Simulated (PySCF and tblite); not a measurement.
Results of a calculation; reference values are marked as such.
**Conformer ensemble of C₈H₁₃F, numbered as in [CH3:1][C@@H:2]1[CH2:3][C@@H:4]2[CH2:5][C@@H:6]2[CH2:7][C@@H:8]1[F:9]**

Free energies: PBE0-D3(BJ)/pcSseg-1 on GFN2-xTB structures plus GFN2-xTB thermal terms, symmetry and mirror images included. Conformers within 2.5 kcal/mol (GFN2-xTB free energy) were kept, 2 at most. GIAO shieldings: PBE0/pcSseg-1. Shifts are against TMS (¹H), TMS (¹³C), CFCl3 (¹⁹F) at the same level; of two unlike H on one atom, a is the less shielded. Codes: tblite and PySCF.

The 6-ring runs over atoms 2–3–4–6–7–8.

```json
{"conformer": "1", "shape": "6-ring half-chair (ring torsions 23, -2, 12, -43, 65, -53°)", "symmetry": "C1", "E(GFN2) kcal/mol": "0.00", "E(DFT) kcal/mol": "0.00", "G(298.15 K) kcal/mol": "0.00", "weight %": "99.1", "dipole D": "1.76"}
{"conformer": "2", "shape": "6-ring envelope (ring torsions -8, 2, -26, 58, -64, 37°)", "symmetry": "C1", "E(GFN2) kcal/mol": "1.97", "E(DFT) kcal/mol": "2.69", "G(298.15 K) kcal/mol": "2.81", "weight %": "0.9", "dipole D": "1.86"}
```

Weights (%) against temperature:

| T (K) | 1 | 2 | S(mix) cal/mol/K |
| --- | --- | --- | --- |
| 250 | 99.7 | 0.3 | 0.05 |
| 298.15 | 99.1 | 0.9 | 0.10 |
| 350 | 98.3 | 1.7 | 0.17 |

Averaged shifts at 298.15 K. ¹H: 4.57 (H8, 1H), 2.45 (H7a, 1H), 1.84 (H3a, 1H), 1.84 (H7b, 1H), 1.58 (H3b, 1H), 1.23 (H2, 1H), 1.05 (H1, 3H), 1.04 (H4, 1H), 0.72 (H6, 1H), 0.70 (H5a, 1H), 0.20 (H5b, 1H) ppm. ¹³C: 95.1 (C8), 36.4 (C2), 34.2 (C7), 30.4 (C3), 20.7 (C1), 15.8 (C5), 12.8 (C4), 11.3 (C6) ppm. ¹⁹F: -230.1 (F9) ppm.

Coordinates of conformer 1 (Å):

```xyz
22

C     2.545    0.352   -0.234
C     1.133    0.141    0.306
C     0.542   -1.174   -0.212
C    -0.895   -1.372    0.230
C    -2.009   -0.909   -0.664
C    -1.730   -0.183    0.616
C    -1.144    1.212    0.602
C     0.216    1.300   -0.088
F     0.049    1.316   -1.464
H     3.179   -0.493    0.023
H     2.520    0.451   -1.317
H     2.985    1.255    0.185
H     1.161    0.116    1.400
H     0.597   -1.170   -1.303
H     1.154   -2.004    0.146
H    -1.069   -2.282    0.791
H    -2.907   -1.506   -0.736
H    -1.734   -0.420   -1.586
H    -2.445   -0.329    1.418
H    -1.833    1.902    0.106
H    -1.011    1.554    1.631
H     0.689    2.263    0.149
```

Coordinates of conformer 2 (Å):

```xyz
22

C     1.846    0.082   -0.901
C     1.231   -0.267    0.454
C     0.242   -1.443    0.397
C    -1.201   -1.071    0.116
C    -1.646   -0.445   -1.171
C    -1.656    0.362    0.095
C    -0.635    1.461    0.305
C     0.547    0.935    1.111
F     1.470    1.954    1.281
H     2.441   -0.755   -1.260
H     1.093    0.310   -1.647
H     2.499    0.946   -0.795
H     2.060   -0.557    1.110
H     0.588   -2.162   -0.350
H     0.262   -1.950    1.366
H    -1.896   -1.784    0.546
H    -2.591   -0.757   -1.590
H    -0.905   -0.213   -1.919
H    -2.627    0.569    0.528
H    -0.269    1.850   -0.647
H    -1.084    2.295    0.847
H     0.220    0.661    2.123
```

Unscaled ¹⁹F shifts at such levels can be off by tens of ppm; differences between conformers or isomers are more reliable. Shifts are unscaled: against experiment ¹³C can be off by 15 ppm or more and ¹H by 0.8 ppm.

Search and properties took 66 s on 1 thread of Arm Neoverse V2 (shared host) (rough), launched as `OMP_NUM_THREADS=1 python ens_run.py task.json out`.
